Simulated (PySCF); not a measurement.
## Mn+ (manganese, charge +1) across methods

[Ar] 3d5 4s1, high-spin 7S determinant. Computed with PySCF 2.14 in def2-QZVPPD (11s6p5d4f2g, 100 functions), with the non-relativistic Hamiltonian (point nucleus).

| method | E (hartree) | mean ε 3p β (eV) | mean ε 3d α (eV) | mean ε 4s α (eV) | Σ⟨r²⟩ (bohr²) | ⟨S²⟩ |
| --- | --- | --- | --- | --- | --- | --- |
| r2SCAN | -1150.718 | -59.436 | -17.001 | -12.720 | 25.58 | 12.000 |
| LDA | -1148.357 | -58.889 | -16.782 | -12.696 | 25.70 | 12.000 |
| PBE0 | -1150.527 | -61.553 | -18.902 | -13.130 | 25.71 | 12.000 |
| PBE | -1150.485 | -58.755 | -16.576 | -12.457 | 25.82 | 12.000 |
| TPSSh | -1150.748 | -60.139 | -17.470 | -12.640 | 25.73 | 12.000 |
| UHF | -1149.64953 | -68.538 | -25.398 | -14.803 | 25.91 | 12.000 |
| BP86 | -1150.878 | -59.008 | -16.655 | -12.629 | 25.70 | 12.000 |
| M06-L | -1150.681 | -59.323 | -16.660 | -12.219 | 25.40 | 12.001 |
| TPSS | -1150.758 | -59.059 | -16.549 | -12.371 | 25.77 | 12.000 |
